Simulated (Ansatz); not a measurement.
This geometry of AuBrH₂O (5 atoms, charge 0, multiplicity 1) is a first-order saddle point.

Level of theory: RKS PBE/def2-SVP in Ansatz.

```xyz
5
Properties=species:S:1:pos:R:3
O -0.821 0.565 -0.511
Au 0.775 -0.533 0.483
Br 2.510 -1.728 1.562
H -1.698 0.746 -0.132
H -0.767 0.950 -1.402
```

**Question.** Which two structures does it join? (They come from a converged band through this point; their orientation in space is the band's.)

**Answer.** No bond is made or broken. The height of O1 over the plane of its neighbours goes from -0.43 to 0.43 Å. The two ends are copies of one structure, up to a mirror image or an exchange of like atoms.

First end point:

```xyz
5
Properties=species:S:1:pos:R:3
O -0.777 0.868 -0.430
Au 0.763 -0.400 0.495
Br 2.423 -1.761 1.493
H -1.660 0.547 -0.158
H -0.749 0.746 -1.400
```

Last end point:

```xyz
5
Properties=species:S:1:pos:R:3
O -0.987 0.349 -0.667
Au 0.682 -0.598 0.404
Br 2.480 -1.620 1.557
H -1.543 0.835 -0.026
H -0.632 1.034 -1.269
```

**Question.** How far does it lie above each of them?

**Answer.** 0.088 eV above the first and 0.088 eV above the second. This is the barrier of this one path; another mechanism may lie lower.

The run took 86 s on 1 thread of Intel(R) Xeon(R) Platinum 8259CL CPU @ 2.50GHz (Skylake/Cascade Lake), on a shared host, peak memory 0.15 GiB.
